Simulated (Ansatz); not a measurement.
Born–Oppenheimer molecular dynamics of Cl2FGe2H3 (8 atoms, charge 0, multiplicity 1). It starts from a relaxed structure.

The calculation used RKS PBE/def2-SVP (Ansatz).

| Quantity | Value |
| --- | --- |
| ensemble | NVT, Langevin thermostat |
| time step | 0.5 fs |
| steps asked | 500 |
| set temperature | 300 K |
| friction | 0.01 /fs |
| seed | 462224 |

First frame:

```xyz
8
Properties=species:S:1:pos:R:3
Ge 0.013 -0.020 -0.061
F 0.535 -0.205 1.605
Cl 1.813 0.384 -1.205
Cl -1.241 1.751 -0.093
Ge -1.164 -2.016 -0.826
H -2.407 -2.210 0.071
H -1.568 -1.766 -2.296
H -0.187 -3.208 -0.707
```

(1) What does the run give?

(2) What happens to the structure?

(3) How do temperature and energy run in time?

Results:

(1) All steps were run.

* steps done: 500
* time covered: 250 fs
* mean temperature over the second half: 357 K
* spread of the potential energy over the second half: 7.1 meV per atom
* mean potential energy of the second half above the start: 33.2 meV per atom

The mean temperature of the second half is 19 % above the set value. A run of 0.25 ps of so small a system gives no equilibrium averages.

(2) The same pairs are bonded in the first frame and the last. Pairs count as bonded within 1.25 times the sum of covalent radii (0.12 Å more for H–H). The details hang on the random start.

(3) 
```csv
time (fs),T (K),potential energy less start (eV)
0.0,262,0.000
20.5,246,0.104
41.0,285,0.138
61.5,303,0.216
82.0,223,0.283
102.5,238,0.263
123.0,217,0.392
143.5,398,0.260
164.0,320,0.311
184.5,341,0.199
205.0,376,0.277
225.5,375,0.190
246.0,390,0.338
```

Time of the run: 11 min on 4 threads of Intel(R) Xeon(R) Platinum 8259CL CPU @ 2.50GHz (Skylake/Cascade Lake), on a shared host, peak memory 0.23 GiB.
